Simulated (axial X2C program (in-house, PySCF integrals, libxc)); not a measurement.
## OsI: the levels of the configuration d6 s1 p(π)0

Calculated with an in-house all-electron X2C program for linear molecules (integrals from PySCF): two-component X2C with atomic mean-field Coulomb and Gaunt terms, basis Os dyall-v3z, I dyall-v3z (cores contracted in-house). Orbitals come from Hartree–Fock averaged over the configuration Os d6 s1 p(π)0; CI then distributes these electrons over the d, s, p(π) shells of Os.

R = 2.703 Å (near the minimum of the configuration average).

Lowest levels of this model:

| Ω | energy (cm⁻¹) | g∥ | μ (D) | configuration |
| --- | --- | --- | --- | --- |
| 9/2 | 0 | 13.84 | -2.19 | 99% d6 s1 |
| 7/2 | 466 | 10.26 | -2.22 | 99% d6 s1 |
| 5/2 | 899 | 7.02 | -2.31 | 99% d6 s1 |
| 3/2 | 1230 | 4.17 | -2.42 | 97% d6 s1 |
| 1/2 | 1397 | 1.42 | -2.47 | 97% d6 s1 |
| 3/2 | 3348 | 3.88 | -2.22 | 98% d6 s1 |
| 5/2 | 3381 | 8.45 | -2.33 | 96% d6 s1 |
| 1/2 | 3645 | 0.67 | -2.24 | 98% d6 s1 |
| 1/2 | 4265 | 4.76 | -2.36 | 96% d6 s1 |
| 7/2 | 4483 | 11.43 | -2.49 | 98% d6 s1 |
| 5/2 | 5743 | 8.10 | -2.47 | 97% d6 s1 |
| 3/2 | 5746 | 6.74 | -2.70 | 93% d6 s1 + 6% d7 |
| 3/2 | 6427 | 4.52 | -2.47 | 96% d6 s1 |
| 1/2 | 6460 | 1.88 | -2.46 | 99% d6 s1 |
| 5/2 | 9515 | 7.36 | -3.06 | 59% d6 s1 + 37% d7 |
| 7/2 | 10767 | 9.54 | -3.30 | 52% d6 s1 + 44% d7 |
| 9/2 | 13374 | 11.78 | -3.45 | 60% d7 + 36% d6 s1 |
| 7/2 | 15545 | 8.85 | -3.24 | 57% d6 s1 + 40% d7 |
| 9/2 | 17841 | 10.97 | -2.81 | 78% d6 s1 + 20% d7 |
| 11/2 | 18896 | 13.68 | -2.26 | 98% d6 s1 |
| 9/2 | 19450 | 11.39 | -2.62 | 84% d6 s1 + 14% d7 |
| 11/2 | 20474 | 13.38 | -2.59 | 89% d6 s1 + 9% d7 |
| 13/2 | 22005 | 15.79 | -2.54 | 99% d6 s1 |
| 11/2 | 23139 | 11.90 | -3.07 | 71% d6 s1 + 27% d7 |

g∥ is the magnitude of 2⟨Lz + ge Sz⟩ for the +Ω component. μ is positive if the I end is positive.

Question: From Ω and g∥ of the lowest level, whose 2⟨Lz + ge Sz⟩ is positive, find ⟨Sz⟩ and ⟨Lz⟩ (ge = 2.0023).

Answer: Ω = ⟨Lz⟩ + ⟨Sz⟩ = 9/2 and ⟨Lz⟩ + ge⟨Sz⟩ = 6.920, so ⟨Sz⟩ = 2.41 and ⟨Lz⟩ = 2.09.

Occupations of the active spinors in the lowest level by ω, shell by shell in order of energy: -5/2: 0.00; -3/2: 0.95 0.04 0.00; -1/2: 0.77 0.23 0.00 0.00; 1/2: 0.55 0.46 0.99 0.00; 3/2: 1.00 1.00 0.00; 5/2: 1.00. The leading determinant has weight 0.40 among 463.

This point took 6 s on 1 thread of Arm Neoverse V2, on a shared host.

Dynamic correlation is missing, so gaps between terms are too wide and other configurations may lie lower; the lowest level listed is that of this model, not necessarily the ground state. For d shells the ligand-field splittings (σ, π, δ) and their order can be off by a thousand cm⁻¹ or more. At most 4 roots were kept for each Ω > 0 (twice that for Ω = 0) within 3.2 eV of the lowest, so higher up levels can be missing between those listed; levels with Ω > 0 are doubly degenerate and listed once, Ω = 0 levels singly. States that fill the shells left empty in the average are placed too high.
